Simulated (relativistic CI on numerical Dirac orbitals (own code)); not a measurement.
A reference radial Dirac CI calculation of Cd²⁺ gave the lowest total energy -5586.05763 Ha in 58 SCF steps, from this input:

```
atom Cd  Z=48  charge=2  electrons=46
nucleus A=114  rms_radius_fm=4.6087
hamiltonian dirac-coulomb  breit=on  qed=on  c_scale=1
orbitals kli  potential=per-configuration
slater_scale 1
correlation none
mixing on
grid step=0.0125 r_max=67.1
scf mixing=0.4 start=green max_iterations=150 tolerance=2e-08 node_fill=0.05
configurations
  [Kr] 4d10
  [Kr] 4d9 5s
  [Kr] 4d9 5p
  [Kr] 4d9 4f
  [Kr] 4d8 5s2
end
```

One setting was then changed (and the iteration limit cut to 50), and the output read:

```
SCF 1: [Kr] 4d10
 iter      energy (Ha)   residual   last orbital (Ha)
    1     -5237.188066   2.02e+00     -3.05386
    2     -5250.108394   5.80e-01     -1.73722
    3     -5251.134814   1.09e-01     -1.38129
    4     -5251.182320   8.14e-02     -1.47118
    5     -5251.200276   2.70e-02     -1.42323
    6     -5251.200800   1.77e-03     -1.39016
    7     -5251.200935   5.54e-04     -1.39152
    8     -5251.201012   9.40e-05     -1.39224
    9     -5251.201004   5.46e-06     -1.39213
   10     -5251.201004   2.63e-07     -1.39213
   11     -5251.201004   1.17e-08     -1.39213
SCF 2: [Kr] 4d9 5s
 iter      energy (Ha)   residual   last orbital (Ha)
    1     -5238.202879   1.95e+00     -1.37548
    2     -5249.652065   5.86e-01     -1.03735
    3     -5250.683469   1.09e-01     -0.92072
    4     -5250.733780   6.69e-02     -0.91304
    5     -5250.743399   2.85e-02     -0.90195
    6     -5250.743453   1.87e-03     -0.89019
    7     -5250.743691   5.06e-04     -0.89068
    8     -5250.743672   1.62e-04     -0.89053
    9     -5250.743661   1.06e-05     -0.89047
   10     -5250.743661   4.99e-07     -0.89047
   11     -5250.743661   6.47e-08     -0.89047
   12     -5250.743661   1.49e-08     -0.89047
SCF 3: [Kr] 4d9 5p
 iter      energy (Ha)   residual   last orbital (Ha)
    1     -5238.042641   1.95e+00     -1.10326
    2     -5249.477395   5.85e-01     -0.81891
    3     -5250.501554   1.10e-01     -0.72761
    4     -5250.553944   6.39e-02     -0.71905
    5     -5250.562230   2.64e-02     -0.71086
    6     -5250.561983   2.50e-03     -0.70205
    7     -5250.562310   9.16e-04     -0.70258
    8     -5250.562259   2.04e-04     -0.70238
    9     -5250.562245   1.19e-05     -0.70232
   10     -5250.562245   2.72e-06     -0.70232
   11     -5250.562244   6.47e-08     -0.70232
   12     -5250.562244   1.23e-08     -0.70232
SCF 4: [Kr] 4d9 4f
 iter      energy (Ha)   residual   last orbital (Ha)
    1     -5236.520392   1.98e+00     -0.56585
    2     -5249.193173   5.55e-01     -0.30374
    3     -5250.080474   1.36e-01     -0.29159
    4     -5250.143297   2.25e-02     -0.28808
    5     -5250.143141   9.38e-03     -0.28708
    6     -5250.143048   1.42e-03     -0.28580
    7     -5250.143127   3.76e-04     -0.28582
    8     -5250.143114   1.94e-05     -0.28580
    9     -5250.143119   4.39e-06     -0.28579
   10     -5250.143119   8.81e-07     -0.28579
   11     -5250.143119   2.93e-08     -0.28579
   12     -5250.143119   7.42e-10     -0.28579
SCF 5: [Kr] 4d8 5s2
 iter      energy (Ha)   residual   last orbital (Ha)
    1     -5238.927695   1.83e+00     -1.37548
    2     -5249.035592   5.87e-01     -1.06506
    3     -5250.087309   1.07e-01     -0.95813
    4     -5250.132243   5.27e-02     -0.95729
    5     -5250.137624   2.27e-02     -0.94931
    6     -5250.137485   2.15e-03     -0.93959
    7     -5250.137693   4.44e-04     -0.94037
    8     -5250.137674   9.11e-05     -0.94027
    9     -5250.137670   1.03e-06     -0.94023
   10     -5250.137670   1.04e-06     -0.94023
   11     -5250.137670   3.80e-09     -0.94023
orbital energies (Ha): 3p3/2 -22.9224  3d3/2 -15.8251  3d5/2 -15.5644  4s -4.2598  4p1/2 -3.5764  4p3/2 -3.3856  4d3/2 -1.4187  4d5/2 -1.3921
configuration averages (Ha): Dirac-Coulomb, Breit, QED
  4d10                         -5251.201004    3.134914    1.048587
  4d9 5s                       -5250.743661    3.135450    1.048899
  4d9 5p                       -5250.562244    3.135582    1.048706
  4d9 4f                       -5250.143119    3.135135    1.048682
  4d8 5s2                      -5250.137670    3.136012    1.049260
levels: no., configuration, term, J, E (cm-1), weight
   1 4d10                   1S   0                0.0  1.00
   2 4d9 5s                 3D   3            97213.2  1.00
   3 4d9 5s                 3D   2            99126.7  0.76
   4 4d9 5s                 3D   1           103006.1  1.00
   5 4d9 5s                 1D   2           105709.5  0.76
   6 4d9 5p                 3P*  2           132065.5  0.95
   7 4d9 5p                 3F*  3           135347.5  0.64
   8 4d9 5p                 3P*  1           136650.4  0.93
   9 4d9 5p                 3F*  4           137073.1  1.00
  10 4d9 5p                 3F*  2           139233.0  0.85
  11 4d9 5p                 3P*  0           139715.5  1.00
  12 4d9 5p                 3D*  3           142081.8  0.63
  13 4d9 5p                 1D*  2           142497.4  0.62
  14 4d9 5p                 1F*  3           144851.7  0.35
lowest total energy -5247.018119 Ha
end: converged
```

(1) Which setting was changed?
A. SCF mixing
B. configuration list
C. nuclear radius
D. charge

Results:

(1) C. The nuclear radius 460.87 fm. This setting is bad on purpose; its numbers may not be properties of the ion.
